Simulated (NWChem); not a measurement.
# MoO₂F₂; SMILES [O]=[Mo]([F])([F])=[O]

```xyz
5

Mo     0.0000     0.0000     0.0243
O      0.0000     1.3285     1.0197
O      0.0000    -1.3285     1.0197
F      1.5196     0.0000    -1.0063
F     -1.5196     0.0000    -1.0063
```
Atoms are numbered in this order, from 1.

Level: PBE0/def2-SVP with def2 effective core potentials on Mo (NWChem), optimised geometry, unscaled harmonic frequencies. def2 effective core potentials on Mo; no spin-orbit coupling.

```tsv
frequency (cm⁻¹)	IR intensity (km/mol)
182	9.8
237	16.0
249	0.0
276	22.6
379	2.6
723	93.8
747	153.7
1072	229.4
1099	88.0
```

```json
{
 "zero_point_energy": "7.1 kcal/mol",
 "thermal correction to the enthalpy at 298.15 K (with zero-point energy)": "11.1 kcal/mol",
 "heat capacity Cv": "16.7 cal/(mol K)",
 "entropy at 298.15 K and 1 atm (symmetry number 2)": "75.4 cal/(mol K)"
}
```

Rigid rotor and harmonic oscillator.
